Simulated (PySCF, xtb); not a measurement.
methyl (Z)-2,3-difluoroprop-2-enoate (C₄H₄F₂O₂), SMILES C(/F)=C(/F)C(=O)OC.

xtb 6.7.1 with GFN2-xTB at its own geometry gives an orbital gap of 3.90 eV and a dipole moment of 2.41 D.

Geometry optimised at B3LYP-D3(BJ)/def2-SVP. One conformer was computed; it need not be the lowest.

What does PBE0/def2-TZVP (PySCF) give? (Estimate from the structure and the level; the computed values follow.)

gap 6.40 eV (levels -7.88 and -1.48 eV), dipole 1.52 D.
